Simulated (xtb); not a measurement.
CH10FNSi3, SMILES [SiH3]N([SiH3])[Si@H](C)F. All values are semi-empirical tight-binding results from xtb (GFN2-xTB unless named), good for trends rather than for accurate numbers. Geometry optimised at GFN2-xTB. The structure was generated by enumeration; whether it is a known compound was not checked. One conformer was computed; it need not be the lowest.

Computed properties:
```
Property                                        Value
--------------------------------------  -------------
orbital gap                                   4.73 eV
dipole moment                                  1.73 D
zero-point energy                       63.9 kcal/mol
G − E(el) at 298.15 K (modified RRHO)   40.5 kcal/mol
static polarisability (D4 model)          109.6 bohr³
solvation energy, GFN2-xTB/ALPB(water)  -0.2 kcal/mol
solvation energy, GFN2-xTB/ALPB(ether)  -4.7 kcal/mol
```
